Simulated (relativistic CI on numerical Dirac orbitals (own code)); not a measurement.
Computed by Dirac equation for one electron, model QED (radiative potential, 1s self-energy scaled to tabulated hydrogen-like ionisation energies) (own radial code, finite nucleus).

Configuration list: 1s, 2s, 2p, 3s, 3p, 3d, 4s, 4p, 4d, 4f, 5s, 5p, 5d, 5f, 5g, 6s, 6p, 6d. Levels of other configurations are missing.

Outline of the computed level scheme of Sm LXII. Lowest level of each configuration: 1s ²S1/2 at 0.0 eV; 2p ²P°1/2 at 41200.1 eV; 2s ²S1/2 at 41212.1 eV; 3p ²P°1/2 at 49073.0 eV; 3s ²S1/2 at 49076.5 eV; 3d ²D3/2 at 49301.3 eV; 4p ²P°1/2 at 51796.0 eV; 4s ²S1/2 at 51797.5 eV; 4d ²D3/2 at 51891.9 eV.

Some strong electric-dipole decays among the lowest 14 levels: 2p ²P°1/2 → 1s ²S1/2 (9.5e+15 s⁻¹); 2p ²P°3/2 → 1s ²S1/2 (8.8e+15 s⁻¹); 3p ²P°3/2 → 1s ²S1/2 (2.4e+15 s⁻¹); 3p ²P°1/2 → 1s ²S1/2 (2.4e+15 s⁻¹); 4p ²P°3/2 → 1s ²S1/2 (9.8e+14 s⁻¹); 3d ²D5/2 → 2p ²P°3/2 (9.5e+14 s⁻¹); 4p ²P°1/2 → 1s ²S1/2 (9.3e+14 s⁻¹); 3d ²D3/2 → 2p ²P°1/2 (8.7e+14 s⁻¹).
